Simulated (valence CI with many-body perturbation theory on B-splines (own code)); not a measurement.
## E1 transitions of Si VII

Calculated by relativistic CI+MBPT: six valence electrons over a frozen Dirac-Fock core [He], a basis of 9 s, 9 p, 8 d, 6 f, 3 g, 1 h functions for each j, with the one-electron correlation potential Σ1, the two-electron term Σ2, the three-electron term Σ3, Breit, model QED; selected CI, second order for the rest, scaled by the run's own slope (own B-spline code, finite nucleus).

Against 15 measured levels this calculation errs by 254 cm⁻¹ on average and by 713 at most. These come from a selection out of NIST levels in Kelleher and Podobedova, J. Phys. Chem. Ref. Data 37, 1285 (2008); Martin and Zalubas, J. Phys. Chem. Ref. Data 12, 323 (1983). Levels without a partner in it may be off by more. Among the levels kept, up to 1300 cm⁻¹ of a level comes from second order outside the variational space, and about a tenth of that is noise between levels of different J, which matters for small intervals.

Lines 51 to 100 of 184 in falling wavelength, among levels below 1354800 cm⁻¹, chosen from the strongest by gf and those to the six lowest levels. Wavelengths and rates use the calculated energies, so an error of 300 cm⁻¹ moves a line at 374.3 Å by 0.11 % and its rate by three times that or more. Electric multipoles are in the length gauge, E1 and E2 with the static RPA response of the core. Weak lines are less certain than strong ones. Lines between different terms over intervals too small for the method are left out, as are lines whose strength nearly cancels. The highest levels of a list are the least certain.

Names give the largest LS component (configuration and term), which can be under half, so a name can repeat, a term be missing and a line seem to break the LS rules; names also repeat where a configuration has a term twice. Letters in brackets count levels of one name in rising energy.

```
λ vac (Å)  λ from measured levels              Upper           Lower   A (s⁻¹)  S (a.u.)
     1136                              2s²2p³3p ³F_3  2s²2p³3s ³D°_2  8.08e+08  4.09e+00
     1135                              2s²2p³3p ⁵P_3  2s²2p³3s ⁵S°_2  8.06e+08  4.07e+00
     1132                              2s²2p³3p ³F_4  2s²2p³3s ³D°_3  8.57e+08  5.52e+00
     1123                              2s²2p³3p ¹D_2  2s²2p³3s ³P°_2  4.20e+07  1.47e-01
     1118                              2s²2p³3p ¹D_2  2s²2p³3s ³P°_1  3.07e+08  1.06e+00
     1090                              2s²2p³3p ¹F_3  2s²2p³3s ³D°_2  1.18e+07  5.26e-02
    931.5                          2s²2p³3p ³P_2 [a]  2s²2p³3s ⁵S°_2  3.21e+06  6.40e-03
    907.9                             2s²2p³3d ⁵D°_4   2s²2p³3p ⁵P_3  1.76e+09  5.84e+00
    907.8                             2s²2p³3d ⁵D°_2   2s²2p³3p ⁵P_3  1.17e+08  2.17e-01
    907.8                             2s²2p³3d ⁵D°_3   2s²2p³3p ⁵P_3  5.86e+08  1.51e+00
    903.4                             2s²2p³3d ⁵D°_2   2s²2p³3p ⁵P_2  1.04e+09  1.89e+00
    903.3                             2s²2p³3d ⁵D°_3   2s²2p³3p ⁵P_2  1.19e+09  3.03e+00
    903.3                             2s²2p³3d ⁵D°_1   2s²2p³3p ⁵P_2  4.45e+08  4.85e-01
    900.8                             2s²2p³3d ⁵D°_2   2s²2p³3p ⁵P_1  6.29e+08  1.13e+00
    900.8                             2s²2p³3d ⁵D°_0   2s²2p³3p ⁵P_1  1.79e+09  6.46e-01
    900.8                             2s²2p³3d ⁵D°_1   2s²2p³3p ⁵P_1  1.35e+09  1.46e+00
    892.2                          2s²2p³3p ³P_1 [b]  2s²2p³3s ³D°_2  1.05e+09  1.10e+00
    892.1                          2s²2p³3p ³P_1 [b]  2s²2p³3s ³D°_1  3.72e+08  3.91e-01
    888.0                          2s²2p³3p ³D_2 [b]  2s²2p³3s ¹D°_2  5.51e+08  9.52e-01
    886.5                          2s²2p³3p ³P_0 [b]  2s²2p³3s ³D°_1  1.67e+09  5.74e-01
    885.6                          2s²2p³3p ³P_2 [b]  2s²2p³3s ³D°_3  1.38e+09  2.37e+00
    884.6                          2s²2p³3p ³P_2 [b]  2s²2p³3s ³D°_2  2.70e+08  4.61e-01
    884.6                          2s²2p³3p ³P_2 [b]  2s²2p³3s ³D°_1  1.65e+07  2.82e-02
    882.2                          2s²2p³3p ³D_1 [b]  2s²2p³3s ¹D°_2  1.11e+07  1.13e-02
    867.0                              2s²2p³3p ¹D_2  2s²2p³3s ¹D°_2  8.11e+08  1.30e+00
    844.2                              2s²2p³3p ³S_1  2s²2p³3s ³D°_2  1.90e+08  1.69e-01
    844.1                              2s²2p³3p ³S_1  2s²2p³3s ³D°_1  6.79e+07  6.05e-02
    811.1                          2s²2p³3p ³D_2 [b]  2s²2p³3s ³D°_3  2.00e+07  2.63e-02
    810.3                          2s²2p³3p ³D_2 [b]  2s²2p³3s ³D°_2  2.85e+07  3.74e-02
    810.2                          2s²2p³3p ³D_2 [b]  2s²2p³3s ³D°_1  4.41e+06  5.79e-03
    805.4                          2s²2p³3p ³D_1 [b]  2s²2p³3s ³D°_2  2.44e+07  1.89e-02
    805.3                          2s²2p³3p ³D_1 [b]  2s²2p³3s ³D°_1  5.55e+07  4.29e-02
    803.1                          2s²2p³3p ³D_3 [b]  2s²2p³3s ³D°_3  8.24e+07  1.47e-01
    802.3                          2s²2p³3p ³D_3 [b]  2s²2p³3s ³D°_2  1.02e+07  1.83e-02
    793.6                              2s²2p³3p ¹D_2  2s²2p³3s ³D°_3  2.66e+06  3.28e-03
    792.8                              2s²2p³3p ¹D_2  2s²2p³3s ³D°_2  2.60e+07  3.19e-02
    792.7                              2s²2p³3p ¹D_2  2s²2p³3s ³D°_1  8.93e+06  1.10e-02
    606.2                          2s²2p³3p ³P_1 [b]  2s²2p³3s ³S°_1  5.58e+08  1.84e-01
    603.6                          2s²2p³3p ³P_0 [b]  2s²2p³3s ³S°_1  6.46e+08  7.01e-02
    602.7                          2s²2p³3p ³P_2 [b]  2s²2p³3s ³S°_1  7.98e+08  4.31e-01
    583.7                              2s²2p³3p ³S_1  2s²2p³3s ³S°_1  1.30e+08  3.84e-02
    558.6                              2s²2p³3p ¹D_2  2s²2p³3s ³S°_1  1.18e+07  5.07e-03
    374.3                   373.9        2s2p⁵ ³P°_1     2s²2p⁴ ¹S_0  2.76e+06  2.14e-04
    316.0                   315.9        2s2p⁵ ³P°_2     2s²2p⁴ ¹D_2  1.78e+07  1.38e-03
    312.4                   312.3        2s2p⁵ ³P°_1     2s²2p⁴ ¹D_2  1.19e+06  5.35e-05
    291.3                   291.2           2p⁶ ¹S_0     2s2p⁵ ¹P°_1  3.48e+10  4.25e-01
    278.4                   278.4        2s2p⁵ ³P°_2     2s²2p⁴ ³P_1  2.98e+09  1.58e-01
    276.8                   276.8        2s2p⁵ ³P°_1     2s²2p⁴ ³P_0  4.03e+09  1.26e-01
    275.6                   275.7        2s2p⁵ ³P°_1     2s²2p⁴ ³P_1  3.07e+09  9.52e-02
    275.3                   275.4        2s2p⁵ ³P°_2     2s²2p⁴ ³P_2  9.23e+09  4.75e-01
```
